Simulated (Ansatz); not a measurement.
Basis sets compared for Zn3F4⁺. The state is a doublet with charge 1. Geometry r2SCAN-D4/def2-SVP. Ansatz on 4 threads of AMD EPYC on a shared host; times are rough, and most runs start from earlier orbitals.

Cartesian coordinates in Å:
```
Zn -1.163 0.777 0.997
Zn 0.277 -1.681 0.175
Zn 0.634 0.825 -1.360
F -0.378 -0.800 1.736
F 1.587 -0.751 -0.857
F 0.014 1.949 0.053
F -0.972 -0.318 -0.745
```

Another isomer (doublet) lies 0.17 eV lower at PBE0-D4/def2-TZVP; other spin states weren't run for this one.

```json
{"level": "PBE-D4/def2-SVP", "functions": "149", "energy (Eh)": "-5735.1798", "HOMO (eV)": "-9.37", "LUMO (eV)": "-8.87", "wall time": "6 s"}
{"level": "PBE0-D4/def2-SVP", "functions": "149", "energy (Eh)": "-5735.2601", "HOMO (eV)": "-9.63", "LUMO (eV)": "-7.82", "wall time": "12 s"}
```

(1) Estimate the rows for PBE-D4/def2-TZVP (with forces), PBE0-D4/def2-TZVP.

Answers

(1) 
| level | functions | energy (Eh) | HOMO (eV) | LUMO (eV) | wall time |
| --- | --- | --- | --- | --- | --- |
| PBE-D4/def2-TZVP (with forces) | 268 | -5736.4428 | -9.80 | -9.29 | 15 s |
| PBE0-D4/def2-TZVP | 268 | -5736.4932 | -9.98 | -8.16 | 42 s |
